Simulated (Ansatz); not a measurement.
Relaxation of F₂GeH₂ (5 atoms, charge 0, multiplicity 1), to a largest force component of 0.02 eV/Å in at most 40 steps.

These are results of RKS PBE0-D4/def2-SVP in Ansatz, not measurements.

```xyz
5
Properties=species:S:1:pos:R:3
Ge 0.000 0.000 0.000
F 0.000 0.000 1.680
F 1.584 0.000 -0.559
H -0.730 1.265 -0.516
H -0.730 -1.265 -0.516
```

Problem. Where does it end, and by what steps?

Solution. The forces met the threshold. After 3 steps the energy has fallen by 0.134 eV; Ge1 moved furthest, 0.08 Å.

```
step  energy less start (eV)  largest force component (eV/Å)  accepted
   0                  0.0000                           2.466       yes
   1                 -0.1097                           0.962       yes
   2                 -0.1337                           0.033       yes
   3                 -0.1340                           0.011       yes
```

```xyz
5
Properties=species:S:1:pos:R:3
Ge -0.066 0.000 -0.046
F -0.002 0.000 1.682
F 1.585 0.000 -0.562
H -0.697 1.319 -0.493
H -0.697 -1.319 -0.493
```

Whether the end is a true minimum wasn't checked by a vibrational analysis.

The run took 9.8 s on 1 thread of Arm Neoverse V1, on a shared host, peak memory 0.13 GiB.
